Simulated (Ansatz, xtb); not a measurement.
Two isomers of C5H4ClFN2

Structure X is `C=Cc1[nH]c(Cl)nc1F`, a singlet and structure Y is `Cc1ncnc(F)c1Cl`, a singlet. Both are isolated molecules in the gas phase, relaxed with PBE-D3(BJ)/def2-SVP; each stands in its lowest conformer found.

Estimate E(Y) − E(X) at the level CCSD(T)/def2-SVP + ΔMP2/def2-TZVPP.

Calculated at CCSD(T)/def2-SVP + ΔMP2/def2-TZVPP: E(Y) − E(X) = −18.7 kcal/mol, so structure Y lies lower.

How the difference moves with the method:

| level | geometry | E(Y) − E(X) (kcal/mol) | departure from the last row (kcal/mol) | job, with rough time for the two |
| --- | --- | --- | --- | --- |
| GFN2-xTB | GFN2-xTB | −13.1 | +5.6 | optimisation, 0.16 s |
| HF/STO-3G | GFN2-xTB | −27.5 | −8.8 | single point, 0.5 s |
| r2SCAN-D4/def2-SVP | GFN2-xTB | −17.5 | +1.2 | single point, 5 s |
| PBE-D3(BJ)/def2-SVP | PBE-D3(BJ)/def2-SVP | −15.7 | +2.9 | optimisation, 20 s |
| HF/def2-SVP | PBE-D3(BJ)/def2-SVP | −21.5 | −2.8 | part of the CCSD(T) run |
| MP2/def2-SVP | PBE-D3(BJ)/def2-SVP | −17.2 | +1.5 | part of the CCSD(T) run |
| CCSD(T)/def2-SVP | PBE-D3(BJ)/def2-SVP | −18.1 | +0.5 | single point |
| CCSD(T)/def2-SVP + ΔMP2/def2-TZVPP | PBE-D3(BJ)/def2-SVP | −18.7 |  | single point, 2.2 min |

As drawn, Y has 1 C∷C, 1 C–H in place of 1 C=C, 1 N–H (∷ is an aromatic bond). Structure X has a 5-membered ring (with an aromatic ring), Y a 6-membered ring (with an aromatic ring).

The levels shown agree on the order. The largest departure from CCSD(T)/def2-SVP + ΔMP2/def2-TZVPP is that of HF/STO-3G, 8.8 kcal/mol. The last row adds to CCSD(T) the change of the MP2 difference between the two basis sets, here −0.5 kcal/mol.

With thermal terms from frequencies at re-optimised GFN2-xTB minima (ideal gas, soft modes damped towards free rotors, one conformer each, 298.15 K, 1 atm): the zero-point term adds 0.0 kcal/mol; ΔH is −18.7 and ΔG −18.6 kcal/mol.

The correlated steps freeze 13 core orbitals. Programs: Ansatz 0.2.0, xtb 6.7.1; the last row on 4 threads of Arm Neoverse V1 on a shared host.
